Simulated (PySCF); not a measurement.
## Correlation energy of F(3+) (fluorine, charge +3)

[He] 2s2 2p2, high-spin 3P determinant. Computed with PySCF 2.14 in def2-TZVPPD (6s4p3d1f, 40 functions), with the non-relativistic Hamiltonian (point nucleus). Frozen: 1s2; 4 electrons correlated.

MP2 pair energies summed by pair of shells (mhartree):

```tsv
pair	energy	share (%)
2s-2p	-45.81	59.9
2s-2s	-23.30	30.5
2p-2p	-7.32	9.6
```

Total MP2 correlation energy: -76.44 mhartree.

Same-spin part -12.43 and opposite-spin part -64.01 mhartree; SCS-MP2 scales them by 1/3 and 6/5 to -80.95 mhartree.
